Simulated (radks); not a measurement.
Q: Radial electron density D(r) = 4 pi r^2 rho(r) of an atom or ion with 60 electrons. Method: scalar-relativistic Kohn-Sham, SCAN, spin-unpolarised, spherical densities, finite nucleus; meta-GGA in the generalised Kohn-Sham scheme; Fermi nuclear charge, rms radius of each element as measured or else 0.836 A^(1/3) + 0.57 fm; computed with a radial shooting solver on a logarithmic mesh with Libxc functionals.

r (bohr)  D(r) (e/bohr)
0.003895          29.99
0.004498          35.88
0.005195          42.44
0.005999          49.52
0.006928          56.89
0.008001          64.23
0.009241          71.09
0.01067           76.95
0.01232           81.27
0.01423           83.61
0.01644           83.76
0.01898           81.92
0.02192           78.79
0.02532           75.63
0.02924           74.03
0.03377           75.51
0.039             80.91
0.04504           89.78
0.05202           100.1
0.06008           108.4
0.06938           111.4
0.07949           107.9
0.0918            98.79
0.106             88.69
0.1224            83.26
0.1414            85.43
0.1633            92.80
0.1886            98.08
0.2178            93.70
0.2515            78.18
0.2905            58.04
0.3355            43.32
0.3875            39.49
0.4475            43.53
0.5168            47.23
0.5968            44.39
0.6893            35.40
0.796             25.04
0.9193            17.50
1.062             13.45
1.226             11.32
1.416             9.448
1.635             7.105
1.889             4.611
2.181             2.561
2.519             1.222
2.909            0.5069
3.36             0.1877
3.88            0.06253
4.481           0.01826
5.175          0.004413
5.977         0.0008242
6.902         0.0001115

What is the nuclear charge?

A: Z = 63. The innermost maximum, from 1s, lies near gamma/Z bohr with gamma = sqrt(1 - (Z/c)^2) = 0.888, here 0.0141 bohr (found: 0.0154), and its height grows with Z. The density is that of the europium ion Eu3+ in [Xe] 4f5 5d1; the configuration itself is not fixed sharply by these data, and Z only to a few units. D(r) has 4 maxima, at r = 0.0154, 0.0688, 0.192, 0.525 bohr, and minima at 0.0297, 0.126, 0.378 bohr, inside which lie 1.95, 11.16, 29.16 electrons.
